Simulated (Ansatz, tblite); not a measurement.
Cost and result up the ladder for BeF₂ (3 atoms). The state is a singlet with charge 0. Geometry: PBE-D4/def2-TZVP.

Cartesian coordinates in Å:
```
Be 0.001 -0.001 0.000
F -0.931 -0.383 -0.961
F 0.930 0.384 0.961
```

Ansatz on 4 threads of Arm Neoverse V2 on a shared host; xTB runs through tblite on one thread. Times are rough, summed over both states, and most runs start from the orbitals of an earlier one. PBE0-D4/def2-TZVP serves as the yardstick here, not as an exact answer. The other state is a triplet.

The xTB rows come from tblite.

xTB has no spin-polarisation term.

```
                            level  functions  wall time
                         GFN2-xTB         12    0.002 s
                         GFN1-xTB         12    0.003 s
                 PBE-D4/def2-TZVP         81      1.3 s
                PBE0-D4/def2-TZVP         81      1.9 s
r2SCAN-D4/def2-TZVP (with forces)         81      2.4 s
```

(1) Estimate what each level gives for the vertical triplet (eV).

Results:

(1) 
```tsv
level	vertical triplet (eV)	difference from PBE0-D4/def2-TZVP (eV)
GFN2-xTB	9.99	0.86
GFN1-xTB	8.10	-1.04
PBE-D4/def2-TZVP	8.51	-0.62
PBE0-D4/def2-TZVP	9.13	0.00
r2SCAN-D4/def2-TZVP (with forces)	8.86	-0.27
```
